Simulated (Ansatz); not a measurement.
Consider the substitution at a C–F bond: `CBCF` + CH₃SH → `CBCSC` + H–F.

Calculated with Ansatz (gas phase, PBE0-D4/def2-TZVP geometries, no zero-point term in ΔE). CBS: MP2 limit from def2 TZ/QZ plus the TZ coupled-cluster correction, frozen cores. This one scheme is used for every species. Functionals use def2-TZVPP. B3LYP here is the variant with VWN-RPA as its local correlation; programs differ in this. HSE06 is defined as in plane-wave codes. Each species was taken in one conformer, which may not be the lowest.

```json
{"level": "revPBE-D4", "ΔE (kJ/mol)": "-57.3", "difference from CCSD(T)/CBS": "4.7"}
{"level": "BLYP-D4", "ΔE (kJ/mol)": "-43.5", "difference from CCSD(T)/CBS": "18.5"}
{"level": "r2SCAN-D4", "ΔE (kJ/mol)": "-48.8", "difference from CCSD(T)/CBS": "13.2"}
{"level": "B3LYP-D4", "ΔE (kJ/mol)": "-45.0", "difference from CCSD(T)/CBS": "17.0"}
{"level": "r2SCANh-D4", "ΔE (kJ/mol)": "-50.4", "difference from CCSD(T)/CBS": "11.6"}
{"level": "r2SCAN0-D4", "ΔE (kJ/mol)": "-52.6", "difference from CCSD(T)/CBS": "9.4"}
{"level": "HSE06-D4", "ΔE (kJ/mol)": "-54.3", "difference from CCSD(T)/CBS": "7.7"}
{"level": "BHLYP-D4", "ΔE (kJ/mol)": "-44.6", "difference from CCSD(T)/CBS": "17.4"}
{"level": "CAM-B3LYP-D4", "ΔE (kJ/mol)": "-40.7", "difference from CCSD(T)/CBS": "21.3"}
{"level": "ωB97X-V", "ΔE (kJ/mol)": "-45.1", "difference from CCSD(T)/CBS": "16.9"}
{"level": "ωB97M-V", "ΔE (kJ/mol)": "-48.7", "difference from CCSD(T)/CBS": "13.3"}
{"level": "B2PLYP", "ΔE (kJ/mol)": "-44.9", "difference from CCSD(T)/CBS": "17.1"}
{"level": "PBE-QIDH", "ΔE (kJ/mol)": "-58.6", "difference from CCSD(T)/CBS": "3.4"}
{"level": "PBE", "ΔE (kJ/mol)": "-43.8", "difference from CCSD(T)/CBS": "18.2"}
{"level": "revPBE", "ΔE (kJ/mol)": "-38.9", "difference from CCSD(T)/CBS": "23.1"}
{"level": "BLYP", "ΔE (kJ/mol)": "-27.3", "difference from CCSD(T)/CBS": "34.7"}
{"level": "r2SCAN", "ΔE (kJ/mol)": "-46.6", "difference from CCSD(T)/CBS": "15.4"}
{"level": "PBE0", "ΔE (kJ/mol)": "-47.5", "difference from CCSD(T)/CBS": "14.5"}
{"level": "B3LYP", "ΔE (kJ/mol)": "-32.4", "difference from CCSD(T)/CBS": "29.6"}
{"level": "r2SCANh", "ΔE (kJ/mol)": "-48.0", "difference from CCSD(T)/CBS": "14.0"}
{"level": "r2SCAN0", "ΔE (kJ/mol)": "-49.9", "difference from CCSD(T)/CBS": "12.1"}
{"level": "HSE06", "ΔE (kJ/mol)": "-47.7", "difference from CCSD(T)/CBS": "14.3"}
{"level": "BHLYP", "ΔE (kJ/mol)": "-34.2", "difference from CCSD(T)/CBS": "27.8"}
{"level": "CAM-B3LYP", "ΔE (kJ/mol)": "-33.4", "difference from CCSD(T)/CBS": "28.6"}
{"level": "LC-ωPBE", "ΔE (kJ/mol)": "-45.6", "difference from CCSD(T)/CBS": "16.4"}
{"level": "RPA@PBE/def2-TZVPP", "ΔE (kJ/mol)": "-46.7", "difference from CCSD(T)/CBS": "15.3"}
{"level": "HF/def2-SVP", "ΔE (kJ/mol)": "-14.0", "difference from CCSD(T)/CBS": "48.0"}
{"level": "MP2/def2-SVP", "ΔE (kJ/mol)": "-49.6", "difference from CCSD(T)/CBS": "12.4"}
{"level": "CCSD/def2-SVP", "ΔE (kJ/mol)": "-34.2", "difference from CCSD(T)/CBS": "27.8"}
{"level": "CCSD(T)/def2-SVP", "ΔE (kJ/mol)": "-37.1", "difference from CCSD(T)/CBS": "24.9"}
{"level": "HF/def2-TZVPP", "ΔE (kJ/mol)": "-25.2", "difference from CCSD(T)/CBS": "36.8"}
{"level": "MP2/def2-TZVPP", "ΔE (kJ/mol)": "-69.9", "difference from CCSD(T)/CBS": "-7.9"}
{"level": "SCS-MP2/def2-TZVPP", "ΔE (kJ/mol)": "-57.1", "difference from CCSD(T)/CBS": "4.9"}
{"level": "CCSD/def2-TZVPP", "ΔE (kJ/mol)": "-50.8", "difference from CCSD(T)/CBS": "11.2"}
{"level": "CCSD(T)/def2-TZVPP", "ΔE (kJ/mol)": "-55.4", "difference from CCSD(T)/CBS": "6.6"}
{"level": "HF/def2-QZVPP", "ΔE (kJ/mol)": "-25.6", "difference from CCSD(T)/CBS": "36.4"}
{"level": "MP2/def2-QZVPP", "ΔE (kJ/mol)": "-73.8", "difference from CCSD(T)/CBS": "-11.8"}
{"level": "HF/CBS(def2)", "ΔE (kJ/mol)": "-25.6", "difference from CCSD(T)/CBS": "36.4"}
{"level": "MP2/CBS(def2)", "ΔE (kJ/mol)": "-76.5", "difference from CCSD(T)/CBS": "-14.5"}
{"level": "CCSD/CBS(def2)", "ΔE (kJ/mol)": "-57.4", "difference from CCSD(T)/CBS": "4.6"}
{"level": "CCSD(T)/CBS", "ΔE (kJ/mol)": "-62.0", "difference from CCSD(T)/CBS": "0"}
```

(1) What do rigid-rotor, harmonic-oscillator terms from PBE0-D4/def2-TZVP frequencies (298.15 K, 1 bar) make of the CCSD(T)/CBS value? (An estimate is asked.)

Largest T1 diagnostic among the species: 0.010.

Results:

(1) Computed: ΔZPE = -0.9 kJ/mol, ΔH = -59.9 kJ/mol, ΔS = -19 J/(mol·K), ΔG = -54.2 kJ/mol. Modes under 50 cm⁻¹ make the entropy rough.

In def2-TZVPP, CCSD(T) changes the Hartree–Fock value by −30.2 kJ/mol (the triples alone add −4.6 kJ/mol) and MP2 by −44.7 kJ/mol. Leaving LDA and LC-ωPBE aside and taking each functional with its dispersion term where it has one, the values spread over 18.0 kJ/mol, from PBE-QIDH to CAM-B3LYP-D4. LDA lies −10.5 kJ/mol from PBE without D4.
